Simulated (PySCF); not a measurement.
**GeBr from Hartree–Fock to correlated methods**

State: ²Π (doublet), unpaired electrons π ↑. Set-up: basis Ge cc-pVDZ-PP with ECP10, Br cc-pVDZ-PP with ECP10; scalar-relativistic core potentials; PySCF 2.14. De refers to Ge + Br in their high-spin ground configurations, without counterpoise correction. The functionals are run spin-unrestricted. A positive dipole means Ge(−)Br(+).

| Level | Re (Å) | ωe (cm⁻¹) | De (eV) | μ (D) | CPU s a point (SCF and correlation, without the integrals) |
| --- | --- | --- | --- | --- | --- |
| UHF | 2.361 | 285 | 2.23 | -2.49 | 0.23 |
| UHF-MP2 | 2.340 | 299 | 3.25 | n/a | 0.35 |
| UHF-SCS-MP2 | 2.349 | 294 | 3.14 | n/a | n/a |
| UHF-CCSD | 2.350 | 293 | 3.05 | n/a | n/a |
| UHF-CCSD(T) | 2.352 | 292 | 3.15 | n/a | 7.1 |
| PBE | 2.365 | 282 | 3.78 | -1.61 | 0.99 |
| BLYP | 2.395 | 269 | 3.63 | -1.74 | 0.84 |
| r²SCAN | 2.341 | 292 | 3.70 | -1.63 | 0.91 |
| TPSSh | 2.352 | 287 | 3.64 | -1.75 | 0.99 |
| B3LYP | 2.369 | 280 | 3.54 | -1.89 | 0.73 |
| PBE0 | 2.343 | 293 | 3.59 | -1.81 | 1 |
| CAM-B3LYP | 2.345 | 292 | 3.46 | -1.94 | 2.3 |

**Question.** Which functional lies closest to UHF-CCSD(T) in De, which farthest, and by how much do they differ from it?

**Answer.** Closest is CAM-B3LYP (-0.7 pm in Re, +0.0 % in ωe, +0.31 eV in De against UHF-CCSD(T) in the same basis), farthest PBE (+1.3 pm in Re, -3.4 % in ωe, +0.63 eV in De). CCSD(T) converges more slowly with the basis than the functionals do and binds too weakly in this one, so the order can change at the basis-set limit.

**Question.** What does a quarter of exact exchange do here, going from PBE to PBE0?

**Answer.** PBE0 less PBE: -2.2 pm in Re, +3.9 % in ωe, -0.19 eV in De. Exact exchange removes part of the self-interaction that spreads semilocal densities, and in most molecules shortens and stiffens the bond and lowers De; so it does here.

**Question.** What does the step from GGA to meta-GGA do here, going from PBE to r²SCAN?

**Answer.** r²SCAN less PBE: -2.4 pm in Re, +3.5 % in ωe, -0.08 eV in De. 

Correlated steps freeze 8 core orbitals. Correlated levels converge slowly with the basis: in double zeta they bind strong bonds too weakly, by up to about 1 eV, and carry superposition errors of some tenths. Spin–orbit coupling is left out. The state is the lowest determinant that a PBE0 search found; another state may lie lower at other levels.

The whole job (state search and all levels along the bond) took about 2.9 min on 1 thread of Arm Neoverse V1 (shared host), peak memory 0.5 GiB.
